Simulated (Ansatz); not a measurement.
Molecule: furan-3-ylsilane, C4H6OSi (charge 0, singlet). 
Coordinates optimised at B3LYP-D3(BJ)/def2-TZVP (Ansatz, a quantum-chemistry and plane-wave program):
```xyz
12

Si     2.0658     0.1328     0.1515
C      0.2200     0.0320     0.0262
C     -0.7780     0.9562     0.5119
C     -1.9845     0.4444     0.1778
O     -1.8291    -0.7375    -0.4846
C     -0.4924    -0.9667    -0.5648
H      2.6520    -1.0607    -0.5016
H      2.5757     1.3540    -0.5162
H      2.4986     0.1753     1.5685
H     -0.6037     1.8788     1.0399
H     -2.9982     0.7719     0.3256
H     -0.2028    -1.8735    -1.0668
```

Total electronic energies in hartree. Cores are frozen in the correlated levels unless marked. Spin-orbit coupling is left out. Non-relativistic. CBS marks a two-point X^-3 extrapolation of the correlation energy; Hartree-Fock from the larger set.

The Hartree-Fock reference is unstable (checked in the largest basis), which strains HF and MP2. 

| level | program | energy (Eh) |
|---|---|---|
| SVWN5/def2-TZVPD | Ansatz | [?] |
| B2GP-PLYP-D3(BJ)/def2-TZVPD | Ansatz + dftd3 | [?] |
| B2PLYP/def2-TZVPD | Ansatz | [?] |
| RPA@PBE/cc-pV(Q+d)Z | Ansatz | -520.50382 |
| MP2/cc-pVTZ | Ansatz | -519.81301 |
| RI-MP2/aug-cc-pV(T+d)Z | Ansatz | -519.83528 |
| RI-MP2/cc-pV(T+d)Z | Ansatz | -519.81582 |
| RI-MP2/cc-pV(Q+d)Z | Ansatz | -519.90141 |
| CCSD(T)/CBS(cc-pV(T+d)Z,cc-pV(Q+d)Z) | Ansatz | -520.0205 |

Q: Fill in the missing entries.

A: 
- SVWN5/def2-TZVPD, energy (Eh): -517.69764
- B2GP-PLYP-D3(BJ)/def2-TZVPD, energy (Eh): -520.42549
- B2PLYP/def2-TZVPD, energy (Eh): -520.50634
